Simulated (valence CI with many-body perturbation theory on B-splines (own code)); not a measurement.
## Valence orbitals of Pb II

Calculated by valence CI with perturbative core correlation (CI+MBPT): three valence electrons over a frozen Dirac-Fock core [Xe] 4f14 5d10, radial functions for each j: 11 s, 11 p, 9 d, 7 f, 5 g, 2 h, 1 i, with the one-electron correlation potential Σ1 (screened to all orders), the two-electron term Σ2, the three-electron term Σ3, Breit, model QED; selected single and double excitations, second order for the rest (own B-spline code, finite nucleus).

Set against measurement, 15 paired levels are off by 201 cm⁻¹ on average, the worst by 622. These come from a selection out of the NIST Handbook of Basic Atomic Spectroscopic Data. Levels without a partner in it may be off by more.

These are the spectroscopic orbitals of the CI (the correlating ones are not listed), shaped by the core and the other valence electrons. h is the expectation value of the core's Dirac-Fock operator, without the valence repulsion; Σ1 is computed up to l = 3 at one energy for each symmetry, that of its lowest orbital but kept below the first core excitation, so for empty shells it is not the orbital's own correlation shift; Breit and QED include the response of the core.

```csv
Orbital,h (hartree),Σ1 (cm⁻¹),Breit (cm⁻¹),QED (cm⁻¹),⟨r⟩ (bohr)
6s1/2,-1.4692,-13814,204,312,2.355
7s1/2,-0.64331,-1891,37.6,53.3,5.801
8s1/2,-0.36136,-625,13.2,18.9,10.81
9s1/2,-0.23256,-293,6.4,9.1,17.26
6p1/2,-1.1263,-9629,242,16.0,2.901
7p1/2,-0.51979,-1376,44.7,2.6,7.150
8p1/2,-0.30757,-537,18.6,1.0,12.72
9p1/2,-0.20435,-272,9.7,0.5,19.69
6p3/2,-1.0338,-7425,90.9,22.3,3.209
7p3/2,-0.49199,-1219,18.9,4.4,7.588
8p3/2,-0.29493,-487,9.5,1.9,13.29
9p3/2,-0.19775,-251,5.0,1.0,20.34
6d3/2,-0.60796,-1237,7.3,-1.8,5.621
7d3/2,-0.34195,-456,3.4,-0.8,11.12
8d3/2,-0.2215,-225,1.8,-0.4,18.02
6d5/2,-0.59925,-1139,0.5,-0.8,5.716
7d5/2,-0.33828,-424,0.3,-0.4,11.24
8d5/2,-0.2196,-210,0.2,-0.2,18.17
5f5/2,-0.38521,-243,-0.4,0.0,8.750
6f5/2,-0.24797,-154,-0.4,0.0,15.34
5f7/2,-0.38548,-242,-0.4,0.0,8.744
6f7/2,-0.24819,-153,-0.3,0.0,15.33
5g7/2,-0.24015,,0.0,0.0,13.74
5g9/2,-0.24015,,0.0,0.0,13.74
```

Among the shells of the start configuration 6s2 6p1, Σ1 is largest in size for 6s1/2, where it is 4.3 % of h.

Lowest root of each symmetry, sizes in configuration state functions:

```json
{"J": "1/2", "Parity": "even", "Roots": "6", "Reference": "6", "Variational": "7848", "Second order": "34969", "Change by selected CI (cm⁻¹)": "-4744", "Change by second order (cm⁻¹)": "-5"}
{"J": "3/2", "Parity": "even", "Roots": "6", "Reference": "6", "Variational": "11746", "Second order": "66106", "Change by selected CI (cm⁻¹)": "-4595", "Change by second order (cm⁻¹)": "-6"}
{"J": "5/2", "Parity": "even", "Roots": "5", "Reference": "5", "Variational": "10610", "Second order": "85106", "Change by selected CI (cm⁻¹)": "-6186", "Change by second order (cm⁻¹)": "-9"}
{"J": "7/2", "Parity": "even", "Roots": "1", "Reference": "1", "Variational": "1466", "Second order": "69127", "Change by selected CI (cm⁻¹)": "-8053", "Change by second order (cm⁻¹)": "-2"}
{"J": "9/2", "Parity": "even", "Roots": "1", "Reference": "1", "Variational": "1479", "Second order": "61620", "Change by selected CI (cm⁻¹)": "-8054", "Change by second order (cm⁻¹)": "-2"}
{"J": "1/2", "Parity": "odd", "Roots": "4", "Reference": "4", "Variational": "5097", "Second order": "34499", "Change by selected CI (cm⁻¹)": "-7247", "Change by second order (cm⁻¹)": "-12"}
{"J": "3/2", "Parity": "odd", "Roots": "4", "Reference": "4", "Variational": "6964", "Second order": "63540", "Change by selected CI (cm⁻¹)": "-7888", "Change by second order (cm⁻¹)": "-16"}
{"J": "5/2", "Parity": "odd", "Roots": "2", "Reference": "2", "Variational": "4659", "Second order": "77941", "Change by selected CI (cm⁻¹)": "-8568", "Change by second order (cm⁻¹)": "-9"}
{"J": "7/2", "Parity": "odd", "Roots": "2", "Reference": "2", "Variational": "4838", "Second order": "81164", "Change by selected CI (cm⁻¹)": "-8575", "Change by second order (cm⁻¹)": "-8"}
```
